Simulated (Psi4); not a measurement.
C₄H₆ (SMILES C1[C@H]2C[C@@H]12), singlet, at a GFN2-xTB geometry; PBE0/6-31G* (Psi4).

Input for Psi4:
```
memory 2 GB

molecule {
0 1
  C    -0.00784167    1.11611200    0.31081817
  C     0.00437126   -1.10877415    0.33611934
  C     0.74234133    0.00016550   -0.34377631
  C    -0.73861092   -0.00805308   -0.35162749
  H    -0.01393707    1.17992953    1.39377732
  H    -0.01059335    2.08133280   -0.18052822
  H    -0.00115845   -1.14801157    1.42025042
  H     0.01227604   -2.08489068   -0.13315037
  H     1.50009494   -0.00423893   -1.09685445
  H    -1.48824206   -0.02082279   -1.11269693
}

set basis 6-31g*
set scf_type pk
set puream true
set d_convergence 1e-8
set dft_radial_points 99
set dft_spherical_points 590

energy('pbe0')
print_variables()
```

Task: Predict the main parts of the log of this Psi4 run.

Result: 
```
   => Loading Basis Set <=

    Name: 6-31G*
    Role: ORBITAL
    Keyword: BASIS

         ---------------------------------------------------------
                                   SCF
               by Justin Turney, Rob Parrish, Andy Simmonett
                          and Daniel G. A. Smith
                              RKS Reference
         ---------------------------------------------------------

  ==> Geometry <==

    Molecular point group: c1
    Full point group: C1

    Geometry (in Angstrom), charge = 0, multiplicity = 1:

       Center              X                  Y                   Z               Mass
    ------------   -----------------  -----------------  -----------------  -----------------
         C           -0.007870308866     1.116172550877     0.316156532425    12.000000000000
         C            0.004342621134    -1.108713599123     0.341457702425    12.000000000000
         C            0.742312691134     0.000226050877    -0.338437947575    12.000000000000
         C           -0.738639558866    -0.007992529123    -0.346289127575    12.000000000000
         H           -0.013965708866     1.179990080877     1.399115682425     1.007825032230
         H           -0.010621988866     2.081393350877    -0.175189857575     1.007825032230
         H           -0.001187088866    -1.147951019123     1.425588782425     1.007825032230
         H            0.012247401134    -2.084830129123    -0.127812007575     1.007825032230
         H            1.500066301134    -0.004178379123    -1.091516087575     1.007825032230
         H           -1.488270698866    -0.020762239123    -1.107358567575     1.007825032230

  Running in c1 symmetry.

  Rotational constants: A =      0.57002  B =      0.31748  C =      0.28647 [cm^-1]
  Rotational constants: A =  17088.91503  B =   9517.87594  C =   8588.28938 [MHz]
  Nuclear repulsion =  116.891230600573408

  Charge       = 0
  Multiplicity = 1
  Electrons    = 30
  Nalpha       = 15
  Nbeta        = 15

  ==> Algorithm <==

  SCF Algorithm Type is PK.
  DIIS enabled.
  MOM disabled.
  Fractional occupation disabled.
  Guess Type is SAD.
  Energy threshold   = 1.00e-06
  Density threshold  = 1.00e-08
  Integral threshold = 1.00e-12

  ==> Primary Basis <==

  Basis Set: 6-31G*
    Blend: 6-31G*
    Number of shells: 36
    Number of basis functions: 68
    Number of Cartesian functions: 72
    Spherical Harmonics?: true
    Max angular momentum: 2

  ==> DFT Potential <==

   => LibXC <=

    Version 7.1.2
    S. Lehtola, C. Steigemann, M. J. T. Oliveira, and M. A. L. Marques,  SoftwareX 7, 1–5 (2018) (10.1016/j.softx.2017.11.002)

   => Composite Functional: PBE0 <=

    PBE0 Hyb-GGA Exchange-Correlation Functional

    C. Adamo and V. Barone,  J. Chem. Phys. 110, 6158 (1999) (10.1063/1.478522)
    M. Ernzerhof and G. E. Scuseria,  J. Chem. Phys. 110, 5029 (1999) (10.1063/1.478401)

    Deriv               =              1
    GGA                 =           TRUE
    Meta                =          FALSE

    Exchange Hybrid     =           TRUE
    MP2 Hybrid          =          FALSE

   => Exchange Functionals <=

    0.7500   Perdew, Burke & Ernzerhof

   => Exact (HF) Exchange <=

    0.2500               HF

   => Correlation Functionals <=

    1.0000   Perdew, Burke & Ernzerhof

   => LibXC Density Thresholds  <==

    XC_HYB_GGA_XC_PBEH:  1.00E-15

   => Molecular Quadrature <=

    Radial Scheme          =       TREUTLER
    Pruning Scheme         =           NONE
    Nuclear Scheme         =       TREUTLER

    Blocking Scheme        =         OCTREE
    BS radius alpha        =              1
    Pruning alpha          =              1
    Radial Points          =             99
    Spherical Points       =            590
    Total Points           =         545756
    Total Blocks           =           3858
    Max Points             =            256
    Max Functions          =             68
    Weights Tolerance      =       1.00E-15

[...]
      Number of atoms:                  10
      Number of AO shells:              36
      Number of primitives:             84
      Number of atomic orbitals:        72
      Number of basis functions:        68

      Integral cutoff                 1.00e-12
      Number of threads:                 1

  Performing in-core PK
  Using 5506062 doubles for integral storage.
  We computed 221101 shell quartets total.
  Whereas there are 222111 unique shell quartets.

  ==> DiskJK: Disk-Based J/K Matrices <==

    J tasked:                  Yes
    K tasked:                  Yes
    wK tasked:                  No
    Schwarz Cutoff:          1E-12

  Minimum eigenvalue in the overlap matrix is 3.9266710488E-03.
  Reciprocal condition number of the overlap matrix is 6.6979852769E-04.
    Using symmetric orthogonalization.

  ==> Pre-Iterations <==

  SCF Guess: Superposition of Atomic Densities via on-the-fly atomic UHF (no occupation information).

   -------------------------
    Irrep   Nso     Nmo
   -------------------------
     A         68      68
   -------------------------
    Total      68      68
   -------------------------

  ==> Iterations <==

                        Total Energy        Delta E     RMS |[F,P]|

   @RKS iter SAD:  -155.65743538272932   -1.55657e+02   0.00000e+00
   @RKS iter   1:  -155.52390353354718    1.33532e-01   9.54669e-03 DIIS/ADIIS
   @RKS iter   2:  -155.46208641118619    6.18171e-02   1.10109e-02 DIIS/ADIIS
   @RKS iter   3:  -155.75775989048546   -2.95673e-01   3.80865e-04 DIIS/ADIIS
   @RKS iter   4:  -155.75796968748162   -2.09797e-04   1.91508e-04 DIIS/ADIIS
   @RKS iter   5:  -155.75804334644613   -7.36590e-05   6.43437e-05 DIIS
   @RKS iter   6:  -155.75805267634843   -9.32990e-06   6.90374e-06 DIIS
   @RKS iter   7:  -155.75805278959385   -1.13245e-07   8.95765e-07 DIIS
   @RKS iter   8:  -155.75805279163202   -2.03818e-09   7.36985e-08 DIIS
   @RKS iter   9:  -155.75805279164686   -1.48361e-11   9.95791e-09 DIIS
  Energy and wave function converged.

  ==> Post-Iterations <==

   Electrons on quadrature grid:
      Ntotal   =   29.9999997649 ; deviation = -2.351e-07

    Orbital Energies [Eh]
    ---------------------

    Doubly Occupied:

[...]
    Virtual:

[...]
    Final Occupation by Irrep:
              A
    DOCC [    15 ]
    NA   [    15 ]
    NB   [    15 ]

  @RKS Final Energy:  -155.75805279164686

   => Energetics <=

    Nuclear Repulsion Energy =            116.8912306005734081
    One-Electron Energy =                -439.5209432323422334
    Two-Electron Energy =                 184.9466660147979837
    DFT Exchange-Correlation Energy =     -18.0750061746760302
    Empirical Dispersion Energy =           0.0000000000000000
    VV10 Nonlocal Energy =                  0.0000000000000000
    Total Energy =                       -155.7580527916468611

Computation Completed

Properties will be evaluated at   0.000000,   0.000000,   0.000000 [a0]

Properties computed using the SCF density matrix

 Multipole Moments:

 ------------------------------------------------------------------------------------
     Multipole            Electronic (a.u.)      Nuclear  (a.u.)        Total (a.u.)
 ------------------------------------------------------------------------------------

 L = 1.  Multiply by 2.5417464519 to convert [e a0] to [Debye]
 Dipole X            :          0.0030855           -0.0016235            0.0014620
 Dipole Y            :         -0.0065239            0.0034327           -0.0030912
 Dipole Z            :         -0.5751734            0.3026413           -0.2725320
 Magnitude           :                                                    0.2725535

 ------------------------------------------------------------------------------------

  Variable Map:
  ----------------------------------------------------------------------------
[...]
  Array Variable Map:
  ----------------------------------------------------------------------------
[...]
[...]
```
